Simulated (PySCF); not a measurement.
C2H6Se, triplet, at the geometry of the source list (a higher spin typed on purpose: for a closed-shell molecule this is an excited state), atoms displaced at random by about 0.03 Å a coordinate; R2SCAN/6-31G, gradient run with PySCF.

Input for PySCF:
```python
from pyscf import gto, scf, dft

mol = gto.Mole()
mol.atom = '''
    C     1.497978   -0.053475    0.010271
    Se    0.031201    0.342085   -1.294745
    C    -1.449932    0.097874   -0.027267
    H     1.389011   -1.128064    0.315960
    H     2.432348    0.158688   -0.461094
    H     1.337017    0.582651    0.830590
    H    -1.342321   -0.910897    0.449636
    H    -2.355461    0.131208   -0.568428
    H    -1.429929    0.926838    0.741538
'''
mol.basis = '6-31g'
mol.charge = 0
mol.spin = 2
mol.verbose = 4
mol.build()

mf = dft.UKS(mol)
mf.xc = 'r2scan'
mf.kernel()
g = mf.nuc_grad_method()
grad = g.kernel()
```

Question: Write the output that PySCF gives for this input, abridged.

Answer: 
```
PySCF version 2.14.0

[INPUT] verbose = 4
[INPUT] num. atoms = 9
[INPUT] num. electrons = 52
[INPUT] charge = 0
[INPUT] spin (= nelec alpha-beta = 2S) = 2
[INPUT] symmetry False subgroup None
[INPUT] Mole.unit = angstrom
[INPUT] Symbol           X                Y                Z      unit          X                Y                Z       unit  Magmom
[INPUT]  1 C      1.497978000000  -0.053475000000   0.010271000000 AA    2.830768160624  -0.101053104511   0.019409377025 Bohr   0.0
[INPUT]  2 Se     0.031201000000   0.342085000000  -1.294745000000 AA    0.058961344813   0.646446961322  -2.446713451150 Bohr   0.0
[INPUT]  3 C     -1.449932000000   0.097874000000  -0.027267000000 AA   -2.739974379243   0.184955054716  -0.051527162239 Bohr   0.0
[INPUT]  4 H      1.389011000000  -1.128064000000   0.315960000000 AA    2.624850374008  -2.131732010981   0.597077866318 Bohr   0.0
[INPUT]  5 H      2.432348000000   0.158688000000  -0.461094000000 AA    4.596471559634   0.299876859255  -0.871341377680 Bohr   0.0
[INPUT]  6 H      1.337017000000   0.582651000000   0.830590000000 AA    2.526595953888   1.101050816204   1.569587621802 Bohr   0.0
[INPUT]  7 H     -1.342321000000  -0.910897000000   0.449636000000 AA   -2.536619061252  -1.721345857688   0.849688895745 Bohr   0.0
[INPUT]  8 H     -2.355461000000   0.131208000000  -0.568428000000 AA   -4.451176187094   0.247947185352  -1.074173241534 Bohr   0.0
[INPUT]  9 H     -1.429929000000   0.926838000000   0.741538000000 AA   -2.702174187573   1.751469981840   1.401303730958 Bohr   0.0

nuclear repulsion = 184.139071964235
number of shells = 33
number of NR pGTOs = 158
number of NR cGTOs = 57
basis = 6-31g
ecp = {}

******** <class 'pyscf.dft.uks.UKS'> ********
method = UKS
initial guess = minao
damping factor = 0
level_shift factor = 0
DIIS = <class 'pyscf.scf.diis.CDIIS'>
diis_start_cycle = 1
diis_space = 8
diis_damp = 0
SCF conv_tol = 1e-09
SCF conv_tol_grad = None
SCF max_cycles = 50
direct_scf = True
direct_scf_tol = 1e-13
number electrons alpha = 27  beta = 25
XC library pyscf.dft.libxc version 7.1.2
    S. Lehtola, C. Steigemann, M. J. T. Oliveira, and M. A. L. Marques,  SoftwareX 7, 1–5 (2018)
XC functionals = r2scan
    J. W. Furness, A. D. Kaplan, J. Ning, J. P. Perdew, and J. Sun,  J. Phys. Chem. Lett. 11, 8208–8215 (2020)
    J. W. Furness, A. D. Kaplan, J. Ning, J. P. Perdew, and J. Sun,  J. Phys. Chem. Lett. 11, 9248–9248 (2020)
    J. W. Furness, A. D. Kaplan, J. Ning, J. P. Perdew, and J. Sun,  J. Phys. Chem. Lett. 11, 8208–8215 (2020)
    J. W. Furness, A. D. Kaplan, J. Ning, J. P. Perdew, and J. Sun,  J. Phys. Chem. Lett. 11, 9248–9248 (2020)
radial grids:
    Treutler-Ahlrichs [JCP 102, 346 (1995); DOI:10.1063/1.469408] (M4) radial grids

becke partition: Becke, JCP 88, 2547 (1988); DOI:10.1063/1.454033
pruning grids: <function nwchem_prune>
grids dens level: 3
symmetrized grids: False
atomic radii adjust function: <function treutler_atomic_radii_adjust>
small_rho_cutoff = 0
Set gradient conv threshold to 3.16228e-05
tot grids = 107512
init E= -2479.90721334509

cycle= 1 E= -2480.68553077659  delta_E= -0.778  |g|= 0.302  |ddm|= 2.87

cycle= 2 E= -2480.63495227837  delta_E= 0.0506  |g|= 0.404  |ddm|= 1.81

cycle= 3 E= -2480.72788264373  delta_E= -0.0929  |g|= 0.101  |ddm|= 1.78

cycle= 4 E= -2480.73345071633  delta_E= -0.00557  |g|= 0.0401  |ddm|= 0.769

cycle= 5 E= -2480.73442550002  delta_E= -0.000975  |g|= 0.0116  |ddm|= 0.255

cycle= 6 E= -2480.73449408104  delta_E= -6.86e-05  |g|= 0.00156  |ddm|= 0.0386

cycle= 7 E= -2480.73449605078  delta_E= -1.97e-06  |g|= 0.000792  |ddm|= 0.0114

cycle= 8 E= -2480.73449664086  delta_E= -5.9e-07  |g|= 0.000376  |ddm|= 0.00441

cycle= 9 E= -2480.73449675754  delta_E= -1.17e-07  |g|= 0.000105  |ddm|= 0.0013

cycle= 10 E= -2480.73449676719  delta_E= -9.65e-09  |g|= 3.16e-05  |ddm|= 0.000608

cycle= 11 E= -2480.73449676808  delta_E= -8.84e-10  |g|= 9.38e-06  |ddm|= 0.000128

Extra cycle  E= -2480.73449676799  delta_E= 8.78e-11  |g|= 1.57e-05  |ddm|= 8.99e-05
converged SCF energy = -2480.73449676799  <S^2> = 2.003296  2S+1 = 3.0021966

******** <class 'pyscf.grad.uks.Gradients'> for <class 'pyscf.dft.uks.UKS'> ********
unit = Eh/Bohr
grid_response = False
--------------- UKS gradients ---------------
         x                y                z
0 C    -0.0000283702     0.0449318642    -0.0322079663
1 Se     0.0056839399    -0.0256179386     0.0994895013
2 C    -0.0126995134     0.0114009745    -0.0666492458
3 H    -0.0074139801    -0.0139781953     0.0005948331
4 H    -0.0099506938    -0.0000674794     0.0113400326
5 H     0.0004960924    -0.0171722640    -0.0340571817
6 H     0.0038970674    -0.0129631605    -0.0035053431
7 H     0.0183355398    -0.0031650155     0.0170237030
8 H     0.0015114749     0.0167566751     0.0076051496
----------------------------------------------
```
